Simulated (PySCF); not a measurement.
**Nb²⁺ (niobium, charge +2) across methods**

[Kr] 4d2 5s1, 5s spin antiparallel (an excited configuration). All numbers are calculated (PySCF 2.14, the spin-free X2C one-electron Hamiltonian (Gaussian nucleus), in x2c-TZVPPall with one added diffuse shell each of s, p, d, f type (9s7p7d3f1g, 95 functions)).

```tsv
method	E (hartree)	mean ε 4p β (eV)	mean ε 4d α (eV)	mean ε 5s β (eV)	Σ⟨r²⟩ (bohr²)	⟨S²⟩
r2SCAN	-3818.40	-55.553	-23.207	-18.520	36.36	1.752
PBE	-3818.01	-54.779	-22.805	-18.394	36.27	1.751
PW91	-3818.69	-54.867	-22.868	-18.476	36.26	1.751
BLYP	-3818.54	-54.572	-22.647	-18.434	36.31	1.751
UHF	-3816.39360	-62.722	-28.484	-20.435	36.65	1.754
B3LYP	-3818.47	-56.641	-24.080	-19.113	36.28	1.751
PBE0	-3818.09	-57.116	-24.420	-19.061	36.25	1.751
PBEsol	-3815.84	-54.780	-22.722	-18.466	36.24	1.750
```

Question: Estimate the same row for LDA.

Answer: E (hartree) = -3813.79; mean ε 4p β (eV) = -54.984; mean ε 4d α (eV) = -22.750; mean ε 5s β (eV) = -18.712; Σ⟨r²⟩ (bohr²) = 36.21; ⟨S²⟩ = 1.750.

With the s spin flipped the determinant is a mixture of two multiplicities, not a spectroscopic state.
